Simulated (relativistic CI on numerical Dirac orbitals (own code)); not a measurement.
Tc6+ (4d) in a crystal field

Calculated by Dirac-Coulomb-Breit CI, KLI orbitals optimised for each configuration, QED by a radiative potential, one configuration in a parametric crystal field, unscaled Slater integrals (own radial code).

Field parameters in Wybourne normalisation: D3d B²₀ = −7Dσ, B⁴₀ = −14Dq − 21Dτ, B⁴₃ = −14√(10/7) Dq. The field is a parameter set, without covalency.

S and J are read from ⟨S²⟩ = S(S + 1) and ⟨J²⟩ = J(J + 1) of each level; they are not fictitious spins.

D3d, 10Dq = 24300, Dσ = -1200, Dτ = 10 cm⁻¹, the lowest 5 levels:

| E (cm⁻¹) | Degeneracy | Irrep | S | J |
| --- | --- | --- | --- | --- |
| 0.0 | 2 | Γ5+Γ6 | 0.50 | 1.85 |
| 1362 | 2 | Γ4 | 0.50 | 2.19 |
| 4692 | 2 | Γ4 | 0.50 | 2.26 |
| 26609 | 2 | Γ4 | 0.50 | 2.17 |
| 26832 | 2 | Γ5+Γ6 | 0.50 | 2.23 |

Principal g values of the ground doublet: 0.00, 0.00, 0.60.

D3d, 10Dq = 24300, Dσ = 1200, Dτ = 10 cm⁻¹, the lowest 5 levels:

```csv
E (cm⁻¹),Degeneracy,Irrep,S,J
0.0,2,Γ4,0.50,1.97
3232,2,Γ5+Γ6,0.50,1.92
4605,2,Γ4,0.50,2.40
27195,2,Γ5+Γ6,0.50,2.17
27450,2,Γ4,0.50,2.24
```

Principal g values of the ground doublet: 0.98, 0.98, 1.75.

The free-ion ground term has S = 1/2. Every field shown keeps that spin.

Levels of this model without a field, named by their leading LS term: ²D3/2 0, ²D5/2 3280 cm⁻¹.
